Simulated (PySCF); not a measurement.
Isomers of C5H11NOSi.

All values: PBE0/pcSseg-1 (PySCF) at GFN2-xTB geometries, gas phase, one conformer each.

Question: Rank by HOMO–LUMO gap, highest first.
A. `[CH2:1]=[CH:2][C@H:3]([CH3:4])[NH:5][C:6](=[O:7])[SiH3:8]` with C1–C2–C3–C4 133°, C2–C3–N5–C6 -116°, C3–N5–C6–O7 -1°
B. `[N:1]#[C:2][CH2:3][CH2:4][CH2:5][CH2:6][SiH2:7][OH:8]` with C2–C3–C4–C5 179°, C3–C4–C5–C6 -178°, C4–C5–C6–Si7 180°, C5–C6–Si7–O8 59°, C6–Si7–O8–H 59°
C. `[CH3:1][CH2:2][NH:3][Si@@H:4]1[CH:5]=[CH:6][CH2:7][O:8]1` with C1–C2–N3–Si4 82°, C2–N3–Si4–C5 -85°
D. `[CH2:1]=[C:2]([SiH2:3][NH2:4])[C:5](=[O:6])[CH2:7][CH3:8]` with C1–C2–Si3–N4 108°, C2–Si3–N4–H 55° and -172°, C1–C2–C5–O6 -170°, C2–C5–C7–C8 177°
E. `[CH3:1][NH:2][C:3](=[O:4])[CH2:5]/[CH:6]=[CH:7]\[SiH3:8]` with C1–N2–C3–O4 2°, N2–C3–C5–C6 66°, C3–C5–C6–C7 -108°
F. `[CH3:1][NH:2][C:3](=[O:4])[C@H:5]1[CH2:6][CH2:7][SiH2:8]1` with C1–N2–C3–O4 -1°, N2–C3–C5–C6 158°, C3–C5–C6–C7 127°, C5–C6–C7–Si8 -11°, C6–C7–Si8–C5 9°, C3–C5–Si8–C7 -126°

Answer: B (8.82 eV), F (7.18 eV), A (6.85 eV), C (6.72 eV), E (6.36 eV), D (5.39 eV).

Question: Rank by HOMO energy, lowest first.
A. `[CH2:1]=[N:2][SiH2:3][C@@H:4]([CH3:5])[CH2:6][CH:7]=[O:8]` with C1–N2–Si3–C4 123°, N2–Si3–C4–C5 -62°, Si3–C4–C6–C7 71°, C4–C6–C7–O8 1°
B. `[CH3:1][C:2]([CH3:3])([CH2:4][C:5]#[N:6])[O:7][SiH3:8]` with C1–C2–C4–C5 60°, C1–C2–O7–Si8 -174°
C. `[CH2:1]=[C:2]([CH2:3][NH:4][CH:5]=[O:6])[SiH2:7][CH3:8]` with C1–C2–C3–N4 -101°, C2–C3–N4–C5 -123°, C3–N4–C5–O6 0°, C1–C2–Si7–C8 130°
D. `[CH3:1][SiH2:2][C:3](=[O:4])[CH:5]1[CH2:6][NH:7][CH2:8]1` with C1–Si2–C3–O4 72°, Si2–C3–C5–C6 70°, C3–C5–C6–N7 129°, C5–C6–N7–C8 -10°, C6–N7–C8–C5 10°, C3–C5–C8–N7 -125°
E. `[CH2:1]=[CH:2][CH2:3][NH:4][SiH2:5][C:6]([CH3:7])=[O:8]` with C1–C2–C3–N4 2°, C2–C3–N4–Si5 -90°, C3–N4–Si5–C6 170°, N4–Si5–C6–C7 167°
F. `[CH3:1][NH:2][C:3](=[O:4])[C@H:5]1[CH2:6][CH2:7][SiH2:8]1` with C1–N2–C3–O4 -1°, N2–C3–C5–C6 158°, C3–C5–C6–C7 127°, C5–C6–C7–Si8 -11°, C6–C7–Si8–C5 9°, C3–C5–Si8–C7 -126°

Answer: B (-8.45 eV), C (-7.43 eV), F (-7.13 eV), A (-7.00 eV), E (-6.84 eV), D (-6.51 eV).

Question: Rank by dipole moment, lowest first.
A. `[CH2:1]=[C:2]([CH2:3][NH:4][CH:5]=[O:6])[SiH2:7][CH3:8]` with C1–C2–C3–N4 -101°, C2–C3–N4–C5 -123°, C3–N4–C5–O6 0°, C1–C2–Si7–C8 130°
B. `[CH2:1]=[CH:2][C@H:3]([CH3:4])[NH:5][C:6](=[O:7])[SiH3:8]` with C1–C2–C3–C4 133°, C2–C3–N5–C6 -116°, C3–N5–C6–O7 -1°
C. `[N:1]#[C:2][CH2:3][CH2:4][CH2:5][CH2:6][SiH2:7][OH:8]` with C2–C3–C4–C5 179°, C3–C4–C5–C6 -178°, C4–C5–C6–Si7 180°, C5–C6–Si7–O8 59°, C6–Si7–O8–H 59°
D. `[CH2:1]=[CH:2][O:3][Si@@H:4]1[CH2:5][CH2:6][CH2:7][NH:8]1` with C1–C2–O3–Si4 172°, C2–O3–Si4–C5 -103°, O3–Si4–C5–C6 -100°, Si4–C5–C6–C7 -32°, C5–C6–C7–N8 45°, C6–C7–N8–Si4 -38°
E. `[CH3:1][CH2:2][NH:3][Si@@H:4]1[CH:5]=[CH:6][CH2:7][O:8]1` with C1–C2–N3–Si4 82°, C2–N3–Si4–C5 -85°
F. `[CH2:1]=[N:2][SiH2:3][C@@H:4]([CH3:5])[CH2:6][CH:7]=[O:8]` with C1–N2–Si3–C4 123°, N2–Si3–C4–C5 -62°, Si3–C4–C6–C7 71°, C4–C6–C7–O8 1°

Answer: D (1.49 D), E (1.82 D), F (3.06 D), B (3.32 D), C (3.48 D), A (3.67 D).

All values together:

```
                 SMILES  μ (D)  HOMO (eV)  LUMO (eV)  lowest IAO charge (e)  highest IAO charge (e)  lowest Hirshfeld charge (e)  highest Hirshfeld charge (e)
      C=CCN[SiH2]C(C)=O   1.90      -6.84      -0.97             -0.671 (N)             +0.820 (Si)                   -0.237 (N)                   +0.350 (Si)
         N#CCCCC[SiH2]O   3.48      -8.32       0.50             -0.792 (O)             +1.018 (Si)                   -0.309 (O)                   +0.404 (Si)
 C=N[SiH2][C@@H](C)CC=O   3.06      -7.00      -0.81             -0.522 (N)             +0.871 (Si)                   -0.221 (N)                   +0.359 (Si)
      C=C(CNC=O)[SiH2]C   3.67      -7.43      -0.48             -0.717 (C)             +0.758 (Si)                   -0.280 (O)                   +0.339 (Si)
    CNC(=O)C/C=C\[SiH3]   3.11      -7.17      -0.81             -0.502 (O)             +0.581 (Si)                   -0.292 (O)                   +0.308 (Si)
    C=C([SiH2]N)C(=O)CC   1.93      -7.16      -1.77             -0.840 (N)             +0.898 (Si)                   -0.323 (N)                   +0.345 (Si)
C=C[C@H](C)NC(=O)[SiH3]   3.32      -6.95      -0.10             -0.495 (O)             +0.552 (Si)                   -0.285 (O)                   +0.312 (Si)
 CNC(=O)[C@H]1CC[SiH2]1   3.43      -7.13       0.05             -0.542 (C)             +0.753 (Si)                   -0.286 (O)                   +0.355 (Si)
      CCN[Si@@H]1C=CCO1   1.82      -6.76      -0.04             -0.675 (N)             +1.208 (Si)                   -0.240 (N)                   +0.421 (Si)
      C=CO[Si@@H]1CCCN1   1.49      -6.73       0.84             -0.686 (N)             +1.213 (Si)                   -0.247 (N)                   +0.439 (Si)
     CC(C)(CC#N)O[SiH3]   3.05      -8.45       0.09             -0.644 (O)             +0.860 (Si)                   -0.226 (N)                   +0.379 (Si)
     C[SiH2]C(=O)C1CNC1   1.99      -6.51      -1.15             -0.708 (C)             +0.696 (Si)                   -0.219 (O)                   +0.337 (Si)
```

Conformers: `[CH2:1]=[CH:2][CH2:3][NH:4][SiH2:5][C:6]([CH3:7])=[O:8]` with C1–C2–C3–N4 2°, C2–C3–N4–Si5 -90°, C3–N4–Si5–C6 170°, N4–Si5–C6–C7 167°; `[N:1]#[C:2][CH2:3][CH2:4][CH2:5][CH2:6][SiH2:7][OH:8]` with C2–C3–C4–C5 179°, C3–C4–C5–C6 -178°, C4–C5–C6–Si7 180°, C5–C6–Si7–O8 59°, C6–Si7–O8–H 59°; `[CH2:1]=[N:2][SiH2:3][C@@H:4]([CH3:5])[CH2:6][CH:7]=[O:8]` with C1–N2–Si3–C4 123°, N2–Si3–C4–C5 -62°, Si3–C4–C6–C7 71°, C4–C6–C7–O8 1°; `[CH2:1]=[C:2]([CH2:3][NH:4][CH:5]=[O:6])[SiH2:7][CH3:8]` with C1–C2–C3–N4 -101°, C2–C3–N4–C5 -123°, C3–N4–C5–O6 0°, C1–C2–Si7–C8 130°; `[CH3:1][NH:2][C:3](=[O:4])[CH2:5]/[CH:6]=[CH:7]\[SiH3:8]` with C1–N2–C3–O4 2°, N2–C3–C5–C6 66°, C3–C5–C6–C7 -108°; `[CH2:1]=[C:2]([SiH2:3][NH2:4])[C:5](=[O:6])[CH2:7][CH3:8]` with C1–C2–Si3–N4 108°, C2–Si3–N4–H 55° and -172°, C1–C2–C5–O6 -170°, C2–C5–C7–C8 177°; `[CH2:1]=[CH:2][C@H:3]([CH3:4])[NH:5][C:6](=[O:7])[SiH3:8]` with C1–C2–C3–C4 133°, C2–C3–N5–C6 -116°, C3–N5–C6–O7 -1°; `[CH3:1][NH:2][C:3](=[O:4])[C@H:5]1[CH2:6][CH2:7][SiH2:8]1` with C1–N2–C3–O4 -1°, N2–C3–C5–C6 158°, C3–C5–C6–C7 127°, C5–C6–C7–Si8 -11°, C6–C7–Si8–C5 9°, C3–C5–Si8–C7 -126°; `[CH3:1][CH2:2][NH:3][Si@@H:4]1[CH:5]=[CH:6][CH2:7][O:8]1` with C1–C2–N3–Si4 82°, C2–N3–Si4–C5 -85°; `[CH2:1]=[CH:2][O:3][Si@@H:4]1[CH2:5][CH2:6][CH2:7][NH:8]1` with C1–C2–O3–Si4 172°, C2–O3–Si4–C5 -103°, O3–Si4–C5–C6 -100°, Si4–C5–C6–C7 -32°, C5–C6–C7–N8 45°, C6–C7–N8–Si4 -38°; `[CH3:1][C:2]([CH3:3])([CH2:4][C:5]#[N:6])[O:7][SiH3:8]` with C1–C2–C4–C5 60°, C1–C2–O7–Si8 -174°; `[CH3:1][SiH2:2][C:3](=[O:4])[CH:5]1[CH2:6][NH:7][CH2:8]1` with C1–Si2–C3–O4 72°, Si2–C3–C5–C6 70°, C3–C5–C6–N7 129°, C5–C6–N7–C8 -10°, C6–N7–C8–C5 10°, C3–C5–C8–N7 -125°.
